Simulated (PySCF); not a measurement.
PySCF input:

```python
from pyscf import gto, scf, dft

mol = gto.M(
    atom='''
    Sb   -0.00310698    0.00169950    0.58026443
    Cl   -1.79854499   -0.98837681   -0.58702140
    Cl    0.04947840    2.05191779   -0.58603087
    Cl    1.75838752   -1.06863949   -0.56774103
    ''',
    basis='def2-tzvpd',
    ecp='def2-tzvp',
    charge=0,
    spin=0,
    verbose=4,
)

mf = dft.RKS(mol, xc='tpssh').density_fit(auxbasis='def2-universal-jkfit')
mf.grids.level = 3
mf.conv_tol = 1e-9
mf.max_cycle = 100
mf.max_memory = 1500
mf.kernel()
if not mf.converged:
    mf = mf.newton()
    mf.kernel(mf.make_rdm1())
mf.analyze()
```

**Question.** Predict the final energy.

**Answer.** -1620.99242 Eh (TPSSh/def2-TZVPD).
